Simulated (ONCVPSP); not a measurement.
## Configuration tests for zirconium (Zr) (ONCV)

```json
{
  "Element": "zirconium (Zr)",
  "Generator": "ONCVPSP 4.0.1",
  "Type": "optimised norm-conserving Vanderbilt (ONCV)",
  "Functional": "LDA (Perdew-Zunger)",
  "Relativity": "scalar-relativistic",
  "Frozen core": "[Ar] 3d10",
  "Valence charge": "12",
  "Reference configuration": "4s2 4p6 4d3 5s1",
  "Partial waves": "4s+5s: rc 1.80 bohr, ncon 3, nbas 6, qcut 8.5 1/bohr, 2 projectors; 4p: rc 1.50 bohr, ncon 4, nbas 7, qcut 6.4 1/bohr, 2 projectors, debl 1.3 Ha; 4d: rc 3.00 bohr, ncon 4, nbas 9, qcut 5 1/bohr, 2 projectors, debl 2.2 Ha",
  "Local potential": "polynomial inside 1.50 bohr (lpopt 3, dvloc0 3 Ha)",
  "Core correction": "Teter function, fcfact 3.75, rcfact 1"
}
```

Energies are relative to the spin-unpolarised reference configuration 4s2 4p6 4d3 5s1; without spin polarisation the order of configurations can differ from experiment.

```tsv
valence configuration	charge	ΔE all-electron (eV)	error AE − PS (meV)
4s2 4p6 4d2 5s2	0	-1.225	+18
4s2 4p6 4d2 5s1	+1	6.127	+13
4s2 4p6 4d3 5s0	+1	6.585	+1.0
```

(1) What are ΔE and the potential's error for 4s2 4p6 4d2 5s0?

Levels in the configuration 4s2 4p6 4d2 5s1:

```
level  all-electron (eV)  pseudo (eV)
   4s            -61.269      -61.200
   4p            -39.252      -39.202
   4d            -10.188      -10.152
   5s            -10.223      -10.227
```

Answers

(1) ΔE = 19.369 eV all-electron; the error (AE − PS) is +7.0 meV.
